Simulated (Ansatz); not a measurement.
`O[SiH](F)N[SiH2]F` + `CN[SiH2]O` → `CN([SiH2]O)[SiH2]F` + `N[SiH](O)F`  (ligand exchange at the Si–N bond)

Program: Ansatz. Geometries: PBE0-D4/def2-TZVP. ΔE: electronic, gas phase. CCSD(T)/CBS is the MP2 limit (def2-TZVPP, def2-QZVPP) plus CCSD(T) − MP2 in def2-TZVPP, frozen cores. This one scheme is used for every species. Functionals use def2-TZVPP. HSE06 is defined as in plane-wave codes. Each species was taken in one conformer, which may not be the lowest.

`O[SiH](F)N[SiH2]F`:

```xyz
11

O     1.211    2.174   -0.494
Si   -0.157    1.303   -0.336
F    -1.077    1.851   -1.508
N     0.113   -0.378   -0.502
Si   -0.393   -1.646    0.530
F     0.748   -2.029    1.587
H     1.964    1.926    0.045
H    -0.858    1.517    0.945
H     0.657   -0.659   -1.309
H    -0.644   -2.867   -0.266
H    -1.564   -1.192    1.308
```

`CN[SiH2]O`:

Z-matrix (Å, degrees):
```
C
N 1 1.446
H 1 1.097 2 113.4
H 1 1.093 2 109.4 3 -120.0
H 1 1.094 2 111.4 3 121.9
Si 2 1.705 1 125.5 3 97.3
H 2 1.008 1 113.7 3 -65.2
O 6 1.652 2 118.0 1 -83.0
H 6 1.489 2 105.4 1 38.4
H 6 1.479 2 107.7 1 160.6
H 8 0.958 6 117.8 2 73.7
```

`CN([SiH2]O)[SiH2]F`:

Z-matrix (Å, degrees):
```
C
N 1 1.467
H 1 1.094 2 112.0
H 1 1.093 2 110.6 3 -120.7
H 1 1.094 2 110.5 3 120.4
Si 2 1.728 1 116.6 3 -79.9
Si 2 1.707 1 118.3 3 93.5
O 6 1.644 2 113.7 1 62.5
H 6 1.480 2 109.1 1 -52.4
H 6 1.484 2 106.1 1 -174.4
F 7 1.605 2 112.1 1 -75.7
H 7 1.481 2 109.2 1 40.8
H 7 1.477 2 109.4 1 165.9
H 8 0.959 6 117.7 2 65.6
```

`N[SiH](O)F`:

Cartesian coordinates in Å:
```
N 0.601 -0.757 -0.688
Si -0.158 0.112 0.560
O -0.604 1.591 0.043
F -1.405 -0.795 0.971
H 0.577 -1.763 -0.699
H 1.411 -0.396 -1.164
H 0.609 0.367 1.792
H -1.030 1.641 -0.814
```

| level | ΔE (kJ/mol) |
| --- | --- |
| r2SCAN0 | -3.0 |
| HSE06 | -1.5 |

**Question.** What does CCSD(T)/CBS give? (Estimate.)

**Answer.** Ansatz gave: -5.3 kJ/mol. The listed levels differ from it by 2.3, 3.8 kJ/mol.

Largest T1 diagnostic among the species: 0.012.

In def2-TZVPP, CCSD(T) changes the Hartree–Fock value by −9.1 kJ/mol (the triples alone add −1.5 kJ/mol) and MP2 by −10.7 kJ/mol. Leaving LDA and LC-ωPBE aside and taking each functional with its dispersion term where it has one, the values, not all of them listed here, spread over 4.6 kJ/mol, from revPBE-D4 to B2PLYP. LDA lies −4.3 kJ/mol from PBE without D4. The D4 term adds −5.3 kJ/mol with B3LYP and −2.9 kJ/mol with PBE0; it sums over pairs of atoms, weighted by their polarisabilities, and B3LYP, whose exchange is more repulsive, gets the larger term.

B3LYP here is the variant with VWN-RPA as its local correlation; programs differ in this.
